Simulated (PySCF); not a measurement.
C₄H₆ClF, SMILES Cl/C(=C/F)CC.

Geometry optimised at r2SCAN-D4/def2-SVP. The structure was generated by enumeration; whether it is a known compound was not checked. One conformer was computed; it need not be the lowest.

Vertical ionisation energy (IE) and electron affinity (EA) in eV. Rows of orbital energies are one-electron estimates. Where ΔSCF, EOM or ADC give a negative EA the extra electron is unbound and the value depends on the basis.

| level | IE | EA |
|---|---|---|
| −ε(HOMO), −ε(LUMO), B3LYP/def2-TZVP (PySCF) | 6.89 | 0.27 |
| −ε(HOMO), −ε(LUMO), PBE/def2-TZVP (PySCF) | 5.87 | 0.99 |
